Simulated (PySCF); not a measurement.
**CH4BNO3**

CH4BNO3 is a carbene (divalent C1, bonded to 1 N + 1 O), neutral, singlet. The structure, one conformer, was relaxed in the gas phase by PBE0-D3(BJ)/def2-SVP. No frequency run checks that it is a minimum.

SMILES: N[C]OB(O)O

```csv
atom,x (Å),y (Å),z (Å)
C1,-0.906,-1.480,-0.362
O2,-0.303,-0.828,0.667
B3,0.385,0.361,0.784
O4,0.604,1.183,-0.286
O5,0.852,0.718,2.006
N6,-0.789,-0.828,-1.504
H7,1.095,1.973,-0.032
H8,0.629,0.055,2.669
H9,-1.214,-1.256,-2.317
H10,-0.311,0.069,-1.627
```

Shieldings: GIAO PBE0/pcSseg-2. Shifts are against computed references at the same level: C TMS (σ 184.1 ppm), H TMS (σ 31.24 ppm). Core levels by delta-SCF with SCAN, pcX-2 on the ionised atom and pcseg-1 elsewhere, spin-free X2C; from the vacuum level, for chosen atoms.

Question: Give the NMR and core-level values of the distinct atoms.

Answer: 
```
atoms  bonded to  σ (ppm)  δ (ppm)  core level (eV)
   C1  1 N + 1 O   -123.2    307.3        1s 292.64
   O2  1 B + 1 C     88.8        -        1s 539.02
   B3        3 O     83.5        -        1s 198.68
   O4  1 B + 1 H    240.9        -        1s 539.82
   O5  1 B + 1 H    237.7        -                -
   N6  1 C + 2 H     80.5        -        1s 406.16
   H7        1 O    27.58     3.66                -
   H8        1 O    27.75     3.49                -
   H9        1 N    24.12     7.13                -
  H10        1 N    22.00     9.24                -
```

Values are those of this one static structure; atoms that internal rotation interchanges would show their mean in an NMR spectrum.

The core-hole state of C1 is spin-contaminated (⟨S²⟩ 0.83 against 0.75 for a pure doublet), so that value and differences from it are less sure.

Question: Which of O2, O4 holds its core electrons tightest, and by how much against the loosest?

Answer: O4 (bonded to 1 B + 1 H), by 0.80 eV over O2 (bonded to 1 B + 1 C).

Question: By CAM-B3LYP/def2-SVPD (TDDFT singlets, Tamm-Dancoff triplets, ionisation by delta-SCF), where does absorption start, and what does vertical ionisation take?

Answer: The lowest singlet lies at 4.47 eV (f 0.016), the strongest of the first 6 at 6.83 eV (f 0.063), the lowest triplet at 2.73 eV; vertical ionisation takes 8.65 eV.

The 3 runs behind this took 100 s in all, one thread each of Arm Neoverse V1 on a shared host, launched as `OMP_NUM_THREADS=1 python cluster_run.py task.json out`.
